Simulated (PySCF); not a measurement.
W: excitation energy

W [Xe] 4f14 5d4 6s2 (5D) → W [Xe] 4f14 5d4 6s1 6p1 (high-spin determinant), as a difference of total energies. All numbers are calculated (PySCF 2.14, scalar relativity by spin-free X2C-1e, in x2c-TZVPPall with one added diffuse shell each of s, p, d, f type (12s8p8d4f1g, 113 functions)). Correlated levels: valence: [Xe] 4f14 frozen. The calculations carry no spin-orbit coupling.

| method | excitation energy (eV) |
| --- | --- |
| UHF | 1.076 |
| LDA | 2.869 |
| PBE | 2.586 |
| PBE0 | 2.345 |
| r2SCAN | 2.195 |
| MP2 (valence) | 2.172 |
| SCS-MP2 (valence) | 2.551 |

Task: How much does correlation contribute at MP2 (valence)?

Result: 2.172 − (1.076) = 1.096 eV, measured against UHF.

A first-order spin-orbit estimate (lowest level to lowest level, LS coupling) adds -0.191 eV.

The determinant of the upper state mixes LS terms, which raises its energy above the lowest term, most at the Hartree-Fock and MP2 levels.
